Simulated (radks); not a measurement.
Q: Valence configurations of Ba (all share [Xe]). Calculated with a radial shooting solver on a logarithmic mesh with Libxc functionals: scalar-relativistic Kohn-Sham, LDA (Slater exchange, Perdew-Wang correlation), spin-unpolarised, spherical densities, finite nucleus; Fermi nuclear charge, rms radius 4.8378 fm. Order these by energy: 6s2; 5d0.5 6s1.5; 4f0.5 6p1.5; 4f1 6s1; 5d2; 6p2; 4f1 6p1; 4f1 5d1; 6s1 6p1; 5d1 6s1.

A: From the lowest, in eV above it: 6s2 0.000; 5d0.5 6s1.5 0.643; 5d1 6s1 1.350; 6s1 6p1 2.120; 5d2 2.891; 4f1 6s1 4.287; 6p2 4.362; 4f1 5d1 5.290; 4f0.5 6p1.5 5.419; 4f1 6p1 6.605. NIST lists [Xe] 6s2 as the ground configuration; this level of theory agrees among the configurations tried. The energies are those of spherical spin-averaged densities, not of single terms.
